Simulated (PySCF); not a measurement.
Nb(NH)(Cl)2(OMe) (CH4Cl2NNbO), SMILES C[O][Nb](=[NH])([Cl])[Cl], multiplicity 1.

Coordinates come from a B3LYP-D3(BJ)/def2-SVP optimisation. The spin state was assumed, not searched. The def2 effective core potentials stand for the cores of Nb; spin–orbit coupling is left out. Other conformers were not sampled.

All values below come from PBE/def2-TZVP run with PySCF.

Symmetry labels are those of the subgroup Cs that the program uses (full group Cs).

Question: List the valence orbital energies around the gap with their symmetry. (An estimate is asked for; the answer gives what the named calculation found.)

Answer: 
```json
[
 {"orbital": "HOMO−7", "symmetry": "A\"", "energy (eV)": "-8.69"},
 {"orbital": "HOMO−6", "symmetry": "A'", "energy (eV)": "-8.63"},
 {"orbital": "HOMO−5", "symmetry": "A'", "energy (eV)": "-8.10"},
 {"orbital": "HOMO−4", "symmetry": "A\"", "energy (eV)": "-7.93"},
 {"orbital": "HOMO−3", "symmetry": "A'", "energy (eV)": "-7.79"},
 {"orbital": "HOMO−2", "symmetry": "A\"", "energy (eV)": "-7.55"},
 {"orbital": "HOMO−1", "symmetry": "A'", "energy (eV)": "-7.15"},
 {"orbital": "HOMO", "symmetry": "A\"", "energy (eV)": "-6.97"},
 {"orbital": "LUMO", "symmetry": "A'", "energy (eV)": "-2.82"},
 {"orbital": "LUMO+1", "symmetry": "A\"", "energy (eV)": "-2.60"},
 {"orbital": "LUMO+2", "symmetry": "A\"", "energy (eV)": "-1.52"},
 {"orbital": "LUMO+3", "symmetry": "A'", "energy (eV)": "-1.47"}
]
```
